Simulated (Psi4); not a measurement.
Psi4 was given this input:
```
memory 2 GB

molecule mol {
0 1
I    -0.000000   -0.000000   -1.331921
I     0.000000    0.000000    1.331921
}

set {
  basis def2-sv(p)
  reference rks
}

energy('pbe')
print_variables()
```

What does this run give for the total energy, dipole moment, number of basis functions, nuclear repulsion energy?


| Item | Value |
|---|---|
| total energy | -595.3876 Eh |
| dipole moment | 0.00 D |
| number of basis functions | 52 |
| nuclear repulsion energy | 124.1574 Eh |
